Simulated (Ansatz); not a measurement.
Input file for C$_{2}$H$_{3}$BClF, SMILES `FB1CC1Cl`:

```yaml
crystal:
  periodic: [false, false, false]
  atoms:
    - {symbol: F, position_ang: [-1.781113, -0.699583, 1.290432]}
    - {symbol: B, position_ang: [-0.726152, -0.420052, 0.576950]}
    - {symbol: C, position_ang: [0.706106, 0.062801, 0.524634]}
    - {symbol: C, position_ang: [-0.152087, -0.070047, -0.784642]}
    - {symbol: Cl, position_ang: [-0.663505, 1.397553, -1.609829]}
    - {symbol: H, position_ang: [1.576204, -0.585856, 0.553616]}
    - {symbol: H, position_ang: [0.919346, 1.069753, 0.878982]}
    - {symbol: H, position_ang: [0.213402, -0.811668, -1.485843]}
basis:
  gaussian: {orbitals: def2-SVP}
correlation: {method: ccsd_t}
```

```sh
$ ansatz run in.yaml --threads 2 --pin off --events-out ev --progress --plain --max-ram 4352MiB
```

Output of Ansatz, abridged:

```
Functional definition: HF
876 factors; integrals over basis functions are off by at most 1.3e-3 eV
mean field evaluation 1: about -17978.9870 eV, gradient 2.8e1 eV
mean field evaluation 2: about -17979.0858 eV, gradient 2.8e1 eV
mean field evaluation 4: about -17981.2185 eV, gradient 3.4e0 eV
mean field evaluation 8: about -17981.2587 eV, gradient 2.4e-1 eV
mean field -17981.25899515 eV, -660.7990799367 hartree, gradient 1.8e-6 eV, S^2 0.000000; 0 other end points of the search recorded, 0 dependent functions left out
9 core orbitals not correlated: weight in the atoms' cores, before any rotation towards them, 1.000 or more for the frozen orbitals, at most 0.000 for the correlated occupied ones
reference -17981.25899515 eV, -660.7990799367 hartree; 14, 14 occupied and 66, 66 virtual orbitals, 876 factors
second order -18.07025319 eV of doubles, -0.00000000 eV of singles
cycle   1  -18.59235891 eV  change   -5.2e-1 eV  update   9.4e-2
cycle   2  -19.00274974 eV  change   -4.1e-1 eV  update   2.7e-2
cycle   3  -19.11002397 eV  change   -1.1e-1 eV  update   1.5e-2
cycle   4  -19.10719470 eV  change    2.8e-3 eV  update   3.5e-3
cycle   5  -19.10591591 eV  change    1.3e-3 eV  update   1.5e-3
cycle   6  -19.10610709 eV  change   -1.9e-4 eV  update   4.9e-4
cycle   7  -19.10591059 eV  change    2.0e-4 eV  update   2.0e-4
cycle   8  -19.10586720 eV  change    4.3e-5 eV  update   8.8e-5
cycle   9  -19.10590198 eV  change   -3.5e-5 eV  update   4.0e-5
cycle  10  -19.10589169 eV  change    1.0e-5 eV  update   1.7e-5
perturbative correction -0.52532572 eV, -0.0193053643 hartree
Total energy: -18000.89021256 eV, -661.5205138700 hartree
```

Run time 4.6 s (2 threads of an Arm Neoverse V1 on a shared host); peak host memory 0.42 GiB.

Correlation energy per correlated electron: -0.701 eV. T1 diagnostic: 0.0120.
